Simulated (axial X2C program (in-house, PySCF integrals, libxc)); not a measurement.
**Potential curves of NiSi⁺, spin-free**

Calculated with an axial X2C code built on PySCF integrals. Spin-free means the one-electron spin-free X2C Hamiltonian. Basis: Ni dyall-cv3z [9s9p6d3f2g], Si dyall-v3z [8s7p2d1f] (cores contracted in-house); Gaussian nuclei, density fitting, unrestricted open shells. Masses: Ni 57.935 u, Si 27.977 u.

State: M_S = 1/2, Λ = 0 (beyond evenly filled blocks: σα). Energies in eV from the fragments at the same level (Ni+ + Si). Fits are polynomials in 1 − R0/R over 0.85 to 1.23 times the lowest point R0.

```
 R (Å)     CCSD       HF      MP2
1.9053            1.1370  -1.7283
1.9929  -1.9912   0.5033  -2.0718
2.0586  -2.1305   0.1553  -2.2180
2.1243  -2.2158  -0.1073  -2.2929
2.1900  -2.2567  -0.3016  -2.3140
2.2666  -2.2600  -0.4597  -2.2893
2.3433  -2.2269  -0.5605  -2.2270
2.4419  -2.1465  -0.6261  -2.1114
2.5623           -0.6361  -1.9391
2.7375           -0.5613  -1.6625
```

Correlated methods: 13 electrons correlated (number of frozen shells: Ni 3 s, 2 p; Si 2 s, 1 p), 221 virtual spin orbitals or spinors in MP2.

The state is one determinant whose occupation by symmetry is held fixed; it was picked as the lowest of a PBE0 search that is not exhaustive. Dissociation energies refer to the lowest single-determinant-based atoms at the same level and basis. CCSD ran in a truncated set of natural virtual spinors with an MP2 remainder; without triples it tends to underbind. PBE0 can misorder states that lie within some tenths of an eV, so this need not be the ground state of the molecule. The nearest other spin-free determinant of the search, M_S = 1/2, Λ = 2, lies 0.04 eV up at the distance of the search. The T1 diagnostic is large, a sign of multireference character. With spin–orbit coupling the lowest determinant has another configuration, so this spin-free state is a model. Coupled cluster ran on the points near the minimum only. MP2 and coupled cluster on one determinant become unreliable at the stretched end.

Problem. Fit the CCSD curve near its minimum: give the equilibrium distance, the harmonic wavenumber and the well depth.

Solution. At CCSD, spin-free: Re = 2.233 Å, ωe ≈ 318 cm⁻¹, De = 2.26 eV to Ni+ + Si; Be follows as 0.179 cm⁻¹.

Problem. Fit the HF curve near its minimum: give the equilibrium distance, the harmonic wavenumber and the well depth.

Solution. At HF, spin-free: Re = 2.519 Å, ωe ≈ 245 cm⁻¹, De = 0.64 eV to Ni+ + Si; Be follows as 0.141 cm⁻¹.

Problem. Fit the MP2 curve near its minimum: give the equilibrium distance, the harmonic wavenumber and the well depth.

Solution. At MP2, spin-free: Re = 2.189 Å, ωe ≈ 365 cm⁻¹, De = 2.31 eV to Ni+ + Si; Be follows as 0.187 cm⁻¹.
